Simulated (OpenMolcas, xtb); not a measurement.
## How methods differ on BGeSiH4F (SMILES F[SiH]1[BH][GeH2]1)

BGeSiH4F: 8 atoms, total charge 0, spin state singlet. As SMILES, `F[SiH]1[BH][GeH2]1`. Geometry: relaxed at PBE0-D4/def2-TZVP.

Each level gives the HOMO–LUMO gap (eV). The values are calculated.

```
          level             kind     program  value (eV)
       GFN1-xTB   semi-empirical         xtb        2.20
    HF/def2-SVP     Hartree–Fock  OpenMolcas        8.33
 SVWN5/def2-SVP              LDA  OpenMolcas        2.47
  BLYP/def2-SVP              GGA  OpenMolcas        2.45
 M06-L/def2-SVP         meta-GGA  OpenMolcas        2.77
r2SCAN/def2-SVP         meta-GGA  OpenMolcas        2.74
 BHLYP/def2-SVP    global hybrid  OpenMolcas        5.37
M06-2X/def2-SVP  hybrid meta-GGA  OpenMolcas        5.57
B2PLYP/def2-SVP    double hybrid  OpenMolcas        5.55
```

All-electron rows without a relativistic Hamiltonian named are non-relativistic. The values span 2.20 to 8.33 eV. Orbital gaps aren't excitation energies, and those of double hybrids come from the SCF part alone; they tend to grow with the share of exact exchange.
